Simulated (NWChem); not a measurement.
System: CH₄F₂OSi; SMILES O[Si@@H](F)CF

```xyz
9

O      1.5625    -0.4794     0.1941
Si     0.0336    -0.6206    -0.4020
F     -0.9278    -1.4436     0.5987
C     -0.6419     1.1495    -0.5370
F     -0.0481     1.8668     0.5279
H      1.6647     0.3112     0.7486
H      0.0823    -1.3594    -1.6807
H     -0.3531     1.6397    -1.4760
H     -1.7307     1.2254    -0.4349
```
Atoms are numbered in this order, from 1.

Computed with NWChem. All runs use the structure optimised with B3LYP/6-31G* (spherical d).

Task: Among these, which level gives the highest value of “orbital gap (eV)”?
A) TPSSh/def2-TZVP
B) CAM-B3LYP/def2-TZVP
C) LDA (Slater exchange, VWN5)/def2-TZVP
D) B3LYP/def2-TZVP

Result: B, CAM-B3LYP/def2-TZVP. Values: LDA (Slater exchange, VWN5)/def2-TZVP 6.30; TPSSh/def2-TZVP 7.84; B3LYP/def2-TZVP 8.50; CAM-B3LYP/def2-TZVP 11.44
